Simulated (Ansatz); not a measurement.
Harmonic frequencies (cm⁻¹) at PBE0-D4/def2-TZVP from Ansatz: 162, 236, 252, 292, 336, 354, 644, 737, 778, 794, 851, 978, 1089, 1110, 1158, 1464, 1571, 3104, 3180, 3640, 3742.

Each molecule was computed in one conformer, which needn't be the lowest.

**Question.** Which molecule is it?
A. `N[Si]1(F)CO1`
B. `FC1N[SiH2]O1`
C. `NC1(F)O[SiH2]1`
D. `OC1(F)N[SiH2]1`

**Answer.** A.
